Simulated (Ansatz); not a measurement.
Start from `C=C[CH2][GaH][Cl]` and change one element to get `C=C[CH2][InH][Cl]`.

Ansatz, PBE0-D4/def2-TZVP geometries, multiplicity 1. Each molecule was computed in one conformer, which needn't be the lowest.

Elements past krypton have def2 core potentials. Scalar relativity is left out up to krypton.

```json
{"property": "LUMO energy (PBE/def2-TZVPP) / eV", "`C=C[CH2][GaH][Cl]`": "-2.17"}
{"property": "HOMO energy (B3LYP/def2-TZVPP) / eV", "`C=C[CH2][GaH][Cl]`": "-6.86"}
{"property": "HOMO energy (PBE0/def2-TZVPP) / eV", "`C=C[CH2][GaH][Cl]`": "-7.06"}
{"property": "size of the dipole moment (B3LYP/def2-TZVPP) / D", "`C=C[CH2][GaH][Cl]`": "2.52"}
{"property": "HOMO–LUMO gap (PBE/def2-TZVPP) / eV", "`C=C[CH2][GaH][Cl]`": "3.85"}
{"property": "HOMO energy (ωB97M-V/def2-TZVPP) / eV", "`C=C[CH2][GaH][Cl]`": "-9.18"}
```

Give the same properties after the change, and the shifts. (Best estimate.)

The calculation gave: 
```csv
property,`C=C[CH2][InH][Cl]`,shift
LUMO energy (PBE/def2-TZVPP) / eV,-2.37,-0.20
HOMO energy (B3LYP/def2-TZVPP) / eV,-6.72,0.14
HOMO energy (PBE0/def2-TZVPP) / eV,-6.91,0.15
size of the dipole moment (B3LYP/def2-TZVPP) / D,3.12,0.60
HOMO–LUMO gap (PBE/def2-TZVPP) / eV,3.54,-0.31
HOMO energy (ωB97M-V/def2-TZVPP) / eV,-8.98,0.20
```

With PBE0 the HOMO rises by 0.15 eV and the LUMO falls by 0.28 eV, so the gap narrows by about 0.43 eV. PBE moves the HOMO by 0.11 eV and ωB97M-V by 0.20 eV. Dipoles are sizes alone; their direction can turn.

B3LYP here is the variant with VWN-RPA as its local correlation; programs differ in this.
